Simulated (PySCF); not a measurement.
Worked example: refractive index and permittivity of the vapour

CH7AlO3Si, SMILES C[SiH2][O][Al]([OH])[OH].

Geometry: B3LYP-D3(BJ)/def2-SVP. The structure was generated by enumeration; whether it is a known compound was not checked. Other conformers were not sampled.

PBE0/def2-TZVP (PySCF) gives a mean static polarisability of 67.6 bohr³ and a dipole moment of 1.61 D. Take an ideal gas at 298.15 K and 1 bar, whether or not the substance is that volatile.

Work out n − 1 in the optical limit and the static ε − 1.


Polarisability volume α' = 67.6 × 0.148185 = 10.02 Å³. Number density N = p/kT = 2.43e-5 Å⁻³.
Dilute limit of Lorentz–Lorenz: n − 1 = 2π N α' = 0.0015.
Orientation term of Debye: μ²/(3kT) = 8.098 Å³ × μ²(D²) = 20.99 Å³.
ε − 1 = 4π N (α' + μ²/3kT) = 0.0095. Orientation of the dipole supplies 68 % of the static response; it can't follow optical fields. Vibrational polarisation and dispersion are left out.
